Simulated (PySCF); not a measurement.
Run record: geometry optimisation, `c1(oc([S-])cc1)-c1ccccc1`.

Method: PBE0-D3(BJ)/def2-SVP geometry optimisation, gas phase (PySCF 2.14.0). Start geometry: GFN2-xTB. The input is one job of a driver script: a line of settings, then coordinates in Å.

Input:
```
{"job": {"xc": "PBE0", "basis": "def2-SVP", "d3": "d3bj", "grid": 1, "kind": "geom"}, "charge": -1, "multiplicity": 1}
S      4.432544     1.324367    -1.120660
C      3.169114     0.359362    -0.595170
C      3.180344    -0.957692    -0.134448
C      1.865486    -1.285494     0.175408
C      1.081871    -0.175401    -0.098387
C     -0.317151     0.057490     0.026036
C     -0.874990     1.301017    -0.326211
C     -2.225857     1.531347    -0.207130
C     -3.075769     0.539569     0.266652
C     -2.542302    -0.693387     0.618358
C     -1.192376    -0.936330     0.501960
O      1.895814     0.828012    -0.571032
H      4.054015    -1.574060    -0.049719
H      1.515995    -2.227001     0.558599
H     -0.215501     2.073217    -0.693212
H     -2.631942     2.496032    -0.485975
H     -4.137848     0.724195     0.360344
H     -3.196830    -1.473862     0.988390
H     -0.794422    -1.902131     0.778735
```

Output:
```
step   0  E = -857.62997747  max force = 0.018484
step   1  E = -857.63280671  max force = 0.003595
step   2  E = -857.63279291  max force = 0.002014
step   3  E = -857.63285440  max force = 0.000864
step   4  E = -857.63285152  max force = 0.000749
step   5  E = -857.63285702  max force = 0.000420
optimisation converged
```

Energies in Eh; «max force» is the largest Cartesian gradient component in Eh/bohr.

Problem. Give the first gradient maximum in eV/Å.

Solution. With 1 Eh/bohr = 51.422 eV/Å, 0.950 eV/Å.

Problem. How much energy does the optimisation release, in eV?

Solution. E(step 0) − E(last step) = 0.002880 Eh, which is 0.078 eV.

Summary of the converged run: final energy -857.63286 Eh after 5 steps.

Problem. Where do the atoms end?

Solution. 0.039 Å rms from the input after alignment:
```
atom  x, y, z in Å
S1     4.7417    1.0135   -1.2759
C2     3.5221   -0.0090   -0.7365
C3     3.5267   -1.3371   -0.2710
C4     2.2047   -1.6857    0.0494
C5     1.4138   -0.5817   -0.2202
C6     0.0105   -0.3245   -0.0994
C7    -0.5319    0.9341   -0.4572
C8    -1.8922    1.1882   -0.3417
C9    -2.7728    0.2106    0.1313
C10   -2.2519   -1.0382    0.4892
C11   -0.8946   -1.3039    0.3782
O12    2.2160    0.4191   -0.6923
H13    4.4220   -1.9487   -0.1897
H14    1.8501   -2.6403    0.4384
H15    0.1511    1.7009   -0.8272
H16   -2.2763    2.1727   -0.6275
H17   -3.8427    0.4158    0.2201
H18   -2.9204   -1.8206    0.8625
H19   -0.5133   -2.2875    0.6642
```

Problem. Estimate the wall time. Hardware: one thread of an Arm Neoverse V2, shared host.

Solution. About 2.2 min.
Labels such as C1 count atoms from 1, the log's own numbers from 0.
